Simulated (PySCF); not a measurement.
C10H12, SMILES C=CCCc1ccccc1 (GFN2-xTB optimised geometry):

```
22

C     -0.115    -1.783     3.254
C     -0.588    -2.558     2.297
C     -1.826    -2.272     1.512
C     -1.484    -1.914     0.053
C     -0.713    -0.627     0.000
C     -1.380     0.591     0.004
C     -0.678     1.783     0.004
C      0.707     1.771     0.002
C      1.381     0.563     0.000
C      0.675    -0.627     0.000
H      0.792    -2.016     3.786
H     -0.619    -0.878     3.547
H     -0.060    -3.461     2.015
H     -2.370    -1.441     1.966
H     -2.472    -3.154     1.515
H     -0.897    -2.722    -0.387
H     -2.413    -1.815    -0.514
H     -2.462     0.605     0.005
H     -1.211     2.722     0.004
H      1.257     2.701     0.002
H      2.462     0.547    -0.001
H      1.208    -1.567    -0.001
```

Level of theory: PBE/def2-SVP run with PySCF 2.14.0.

**Question.** What are the frontier orbital energies and the dipole moment?

**Answer.** HOMO-2 -6.32 eV, HOMO-1 -5.99 eV, HOMO -5.90 eV, LUMO -0.87 eV, LUMO+1 -0.82 eV; dipole moment 0.45 D.

Meta-Löwdin charges at PBE/def2-SVP: C1 -0.24, C2 -0.09, C3 -0.17, C4 -0.18, C5 0.02, C6 -0.12, C7 -0.11, C8 -0.11, C9 -0.11, C10 -0.11, H11 0.11, H12 0.10, H13 0.09, H14 0.10, H15 0.10, H16 0.10, H17 0.10, H18 0.10, H19 0.10, H20 0.10, H21 0.10, H22 0.10.
